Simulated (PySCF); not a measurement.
An excited-state job on `O=C(Cl)C#CC(=O)Cl`.

Computed with TDDFT PBE0/def2-SVPD, vertical, gas phase, core orbitals frozen in the response (PySCF 2.14.0, density-fitted response routines). Geometry: GFN2-xTB. The input is one job of a driver script: a line of settings, then coordinates in Å.

Command:
```bash
OMP_NUM_THREADS=1 python probes_run.py task.json out
```

Input:
```
{"job": {"kind": "uv", "xc": "PBE0", "basis": "def2-SVPD", "nstates": 8, "ntriplets": 3}, "charge": 0, "multiplicity": 1}
O      2.689207     0.954099     1.175087
C      1.863316     0.813021     0.341348
Cl     2.042259     1.466133    -1.296802
C      0.609760     0.143630     0.407675
C     -0.462161    -0.417611     0.414089
C     -1.748500    -1.024833     0.439578
O     -2.062376    -2.138940     0.199401
Cl    -2.922447     0.213915     0.916981
```

Q: Give the output.

A: 
```
coarse grid: 9768 points
cycle   1  E = -1221.6741068401  dE =  1.631e+00  |g| = 1.085e+00  |ddm| = 8.587e+00
cycle   2  E = -1220.4873867687  dE =  1.187e+00  |g| = 2.672e+00  |ddm| = 6.017e+00
cycle   3  E = -1221.9035241561  dE = -1.416e+00  |g| = 2.587e-01  |ddm| = 4.609e+00
cycle   4  E = -1221.9183560791  dE = -1.483e-02  |g| = 1.230e-01  |ddm| = 8.395e-01
cycle   5  E = -1221.9220656891  dE = -3.710e-03  |g| = 1.904e-02  |ddm| = 3.091e-01
cycle   6  E = -1221.9221576218  dE = -9.193e-05  |g| = 6.467e-03  |ddm| = 7.103e-02
cycle   7  E = -1221.9221691187  dE = -1.150e-05  |g| = 1.888e-03  |ddm| = 1.846e-02
cycle   8  E = -1221.9221700298  dE = -9.111e-07  |g| = 3.156e-04  |ddm| = 8.433e-03
final grid: 90744 points
cycle   9  E = -1222.0691975789  dE =  9.483e-06  |g| = 1.342e-02  |ddm| = 1.074e-01
cycle  10  E = -1222.0690498281  dE =  1.478e-04  |g| = 3.047e-02  |ddm| = 5.571e-02
cycle  11  E = -1222.0692324638  dE = -1.826e-04  |g| = 5.923e-04  |ddm| = 3.832e-02
cycle  12  E = -1222.0692325459  dE = -8.208e-08  |g| = 2.044e-04  |ddm| = 2.888e-03
cycle  13  E = -1222.0692325555  dE = -9.647e-09  |g| = 5.362e-05  |ddm| = 7.084e-04
cycle  14  E = -1222.0692325560  dE = -5.084e-10  |g| = 3.463e-05  |ddm| = 1.642e-04
cycle  15  E = -1222.0692325563  dE = -2.919e-10  |g| = 9.943e-06  |ddm| = 6.457e-05
converged SCF energy = -1222.0692325563

Static polarisability (au): isotropic 87.656, principal 67.493 68.413 127.063

Singlet excitations
state   eV       nm        f      main configurations
  1   4.4173    280.7   0.00005   H->L 0.49, H-1->L+1 0.34
  2   4.4617    277.9   0.00002   H->L+1 0.43, H-1->L 0.35, H-3->L 0.10
  3   4.8962    253.2   0.00007   H-2->L 0.50, H-3->L+1 0.31, H-1->L+1 0.11
  4   4.9238    251.8   0.00042   H-2->L+1 0.45, H-3->L 0.31, H-1->L 0.14
  5   4.9734    249.3   0.00001   H-1->L+1 0.49, H->L 0.41
  6   5.4697    226.7   0.04383   H->L+1 0.27, H-1->L 0.24, H-3->L 0.20
  7   5.5496    223.4   0.00099   H-3->L+1 0.50, H-2->L 0.28
  8   5.8322    212.6   0.00109   H-6->L 0.41, H-7->L+1 0.37

Triplet excitations (Tamm-Dancoff, eV): 3.9533 3.9617 4.0040
```

The SCF starts on a coarse grid where the log names one; the energy can jump when the final grid takes over, and dE then counts from the start density on the new grid. H and L stand for HOMO and LUMO; the number after each pair is its weight.

Q: Give S1 in cm⁻¹ and kJ/mol.

A: 4.4173 eV × 8065.54 = 35628 cm⁻¹; × 96.485 = 426.2 kJ/mol.

Q: How does the lowest singlet excitation compare with the HOMO–LUMO gap?

A: HOMO -9.51 eV and LUMO -3.28 eV give a gap of 6.23 eV; S1 at 4.42 eV lies 1.81 eV below it.

Main results: HOMO -9.51 eV, LUMO -3.28 eV; lowest singlet 4.42 eV; lowest triplet 3.95 eV (Tamm–Dancoff); mean polarisability 87.7 au.

Q: Estimate the wall time. Hardware: one thread of an Intel Xeon Platinum 8488C (shared host). And the peak memory of the process?

A: About 25 s (density and orbital grids were written too), with 0.71 GiB resident at the peak, the Python interpreter and its libraries included.
Labels such as C1 count atoms from 1, the log's own numbers from 0.
